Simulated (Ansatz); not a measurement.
Molecule: C$_{3}$H$_{8}$FSi, net charge 0, doublet state. It need not be the lowest isomer of its formula. SMILES: [Si](C)(F)(C)[CH2]
Geometry from a B3LYP-D3(BJ)/def2-TZVP (Ansatz, a program for electronic structure) optimisation:
```xyz
13

Si    -0.0338    -0.0255    -0.0186
F      0.0899    -0.3254    -1.6024
C     -1.5700    -0.8510     0.5649
C      1.4852    -0.7261     0.8093
C     -0.1181     1.8257     0.2032
H     -2.2106    -1.4323    -0.0890
H     -1.9094    -0.7975     1.5942
H      1.5773    -1.7974     0.6231
H      1.4378    -0.5756     1.8906
H      2.3886    -0.2353     0.4402
H     -0.2326     2.0815     1.2594
H     -0.9648     2.2500    -0.3389
H      0.7952     2.3014    -0.1614
```
Charge 0, spin multiplicity 2.

Parts of the frozen-core correlation energy in cc-pwCVTZ (Ansatz, hartree). Frozen orbitals: 9; correlated occupied orbitals by spin: 16 and 15; virtual: 318 and 319. Open shells are spin-unrestricted. Spin-orbit coupling is left out. No relativistic terms.

| term | value |
|---|---|
| reference (HF) | -506.79881 |
| MP2 opposite-spin | -0.68239 |
| MP2 same-spin | (withheld) |
| CCSD correlation | (withheld) |
| (T) | (withheld) |
| T1 diagnostic | 0.011 |
| largest doubles amplitude | 0.014 |
| <S^2> of the reference | 0.761 |

**Question.** What belongs in the gaps?

**Answer.** 
- MP2 same-spin, value: -0.20260
- CCSD correlation, value: -0.93425
- (T), value: -0.03295
